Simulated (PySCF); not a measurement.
# Excitation energy of Ru²⁺ by level of theory

Ru²⁺ [Kr] 4d6 (5D) → Ru²⁺ [Kr] 4d5 5p1 (7P), as a difference of total energies. Calculation: PySCF 2.14, in def2-TZVPPD with the def2 core potential (28 electrons) (6s4p3d2f1g, 56 functions); a scalar-relativistic core potential. Correlated levels: valence: 4s2 4p6 frozen. The calculations carry no spin-orbit coupling.

```csv
method,excitation energy (cm⁻¹)
UHF,69486
MP2 (valence),75993
SCS-MP2 (valence),80039
CCSD (valence),75845
CCSD(T) (valence),76074
```
